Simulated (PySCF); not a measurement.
BHO, neutral, multiplicity 1. Atoms are numbered in the order given.

```xyz
3

B      0.0000     0.0000    -0.8865
O      0.0000     0.0000     0.3867
H      0.0000     0.0000     1.3394
```
Charge 0, spin multiplicity 1.

Coordinates come from a PBE0-D3(BJ)/def2-TZVPD optimisation. The geometry has at least one imaginary mode, so it is a saddle point at that level.

Lowest vertical singlet excitation by several levels in PySCF, with rough processor times relative to the cheapest run on one machine. Each run also gave further roots (ADC and EOM-CCSD ionised and attached states too); roots are paired by order and the bases differ. EOM-CCSD serves as a yardstick, not as the true value; all levels that ended soundly for this molecule are listed, with differences from unrounded values.

```csv
level,relative cost
TDA-PBE/def2-TZVPD,1
ADC(2)/aug-cc-pVDZ,1
TDA-B3LYP/def2-TZVPD,2
TDA-LC-ωPBE/def2-TZVPD,2
EOM-CCSD/aug-cc-pVDZ,3
```

Problem. Give S1 at each level and its distance from EOM-CCSD. (The exact figures need the calculation; the answer reports its results.)

Solution. 
| level | S1 (eV) | S1 minus EOM-CCSD (eV) |
|---|---|---|
| TDA-PBE/def2-TZVPD | 4.79 | -1.37 |
| ADC(2)/aug-cc-pVDZ | 6.22 | 0.07 |
| TDA-B3LYP/def2-TZVPD | 5.28 | -0.87 |
| TDA-LC-ωPBE/def2-TZVPD | 6.43 | 0.27 |
| EOM-CCSD/aug-cc-pVDZ | 6.15 | 0.00 |
